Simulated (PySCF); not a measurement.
Compound: C4H9ClO2S.
SMILES: `CC(C)(C)S(=O)(=O)Cl`

Linear response at PBE0/def2-SVPD (PySCF, frozen core in the response, non-relativistic). Geometry: PBE0-D3(BJ)/def2-SVP; no solvent, vibrations or thermal averaging.

Static isotropic polarisability: 91.57 au (13.57 Å³), principal values 83.4, 87.5, 103.7 au.

Problem. What is the polarisability at 1064 nm and at the sodium D line?

Solution. 92.28 au at 1064 nm (+0.8 %), 93.98 au at 589.3 nm (+2.6 %). The rise at 589.3 nm is 3.37 times that at 1064 nm; a pure ω² law gives 3.26. The lowest singlet lies at 230 nm, shorter than both wavelengths.

Problem. What is the isotropic C6 coefficient between two such molecules, C6 = (3/π)∫α(iω)² dω?

Solution. 3636 au (Eh·bohr⁶) by a ten-point quadrature over imaginary frequencies, which is 2170 eV·Å⁶ or 210 J·nm⁶/mol.

Problem. Which effective excitation energy ω̄ makes London's formula C6 = (3/4)α²ω̄ exact here?

Solution. ω̄ = 4·C6/(3α²) = 0.578 Eh = 15.7 eV. A one-pole form α(ω) = α/(1 − ω²/ω̄²) fitted to the 1064 nm value gives 13.2 eV.

Problem. What n − 1 at the D line would an ideal gas of it have at 273.15 K and 1 atm (2.6868 × 10¹⁹ cm⁻³), by n − 1 = 2π·N·α′?

Solution. 23.51 × 10⁻⁴, a formal value whether or not that pressure can be reached.

Problem. What molar refraction at the D line follows from R = (4π/3)·N_A·α′, with α′ the polarisability volume?

Solution. α′ = 13.93 Å³ gives R = 35.13 cm³/mol, for isolated, non-vibrating species.

Problem. How many electrons N does the Slater–Kirkwood formula C6 = (3/4)·√N·α^(3/2) need to give this C6?

Solution. N = (4·C6/3)²/α³ = 30.6; the species has 82 electrons in all.

Shape of the structure used: `[CH3:1][C:2]([CH3:3])([CH3:4])[S:5](=[O:6])(=[O:7])[Cl:8]`: C1–C2–S5–O6 175°.
